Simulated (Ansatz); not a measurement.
A nudged elastic band was laid between two geometries of ClH + GeH4 (7 atoms, charge 0, multiplicity 1).

Computed with RKS PBE0/def2-SVP (Ansatz).

* movable images: 9
* climbing image: yes
* spring: 5.0 eV/Å²
* optimiser: quadratic models (default)
* start path: through a guess of the saddle point
* force threshold: 0.03 eV/Å
* iteration limit: 60
* end points: relaxed

First end point:

```xyz
7
Properties=species:S:1:pos:R:3
Ge 0.362 0.000 -0.156
H 0.387 0.000 1.384
H 1.811 0.000 -0.670
H -0.362 1.259 -0.654
H -0.362 -1.259 -0.654
Cl -3.092 0.000 1.501
H -2.115 0.000 2.337
```

Last end point:

```xyz
7
Properties=species:S:1:pos:R:3
Ge -0.375 0.000 -0.777
H -0.156 0.000 3.545
H 0.813 0.000 0.194
H -0.406 1.269 -1.639
H -0.406 -1.269 -1.639
Cl -2.179 0.000 0.429
H -0.661 0.000 2.974
```

Question: Which bonds break or form, and what moves?

Answer: Bonds broken: Ge1–H2, Cl6–H7. Bonds formed: Ge1–Cl6, H2–H7. ClH + GeH4 becomes ClGeH3 + H2.

Question: Give the energies along the band, and the barrier.

Answer: The forces met the threshold. The highest image is number 4 of 0 to 10, 1.76 eV above the first end and 2.18 eV above the last; the last end lies 0.41 eV below the first. A vibrational analysis at the climbing image gives 2 clearly imaginary modes (1030i, 127i cm⁻¹): a point of higher order, so a lower path passes nearby. The orbitals stay closed-shell, which can raise the energy where a bond breaks towards radicals; this wasn't checked here.

```csv
image,path coordinate (Å),energy (eV),Ge1–H2 (Å),Cl6–H7 (Å),Ge1–Cl6 (Å)
0,0.00,0.00,1.54,1.29,3.83
1,0.55,0.01,1.54,1.29,3.74
2,1.10,0.12,1.55,1.30,3.33
3,1.65,0.77,1.62,1.37,2.88
4,2.20,1.76,1.84,1.75,2.60
5,2.71,1.12,2.16,2.02,2.34
6,3.22,0.33,2.53,2.21,2.22
7,3.73,-0.16,2.92,2.40,2.18
8,4.25,-0.36,3.39,2.64,2.17
9,4.76,-0.41,3.89,2.87,2.17
10,5.27,-0.41,4.33,2.96,2.17
```

Question: What is the geometry of the highest image?

Answer: 
```xyz
7
Properties=species:S:1:pos:R:3
Ge -0.198 0.000 -0.090
H 0.043 0.000 1.735
H 1.357 0.000 0.010
H -0.612 1.328 -0.717
H -0.612 -1.328 -0.717
Cl -2.492 0.000 1.123
H -0.856 0.000 1.745
```

The band took 11 iterations and about 4 core-minutes.

Time of the run: 4 min on 1 thread of Arm Neoverse V1, on a shared host, peak memory 0.18 GiB.
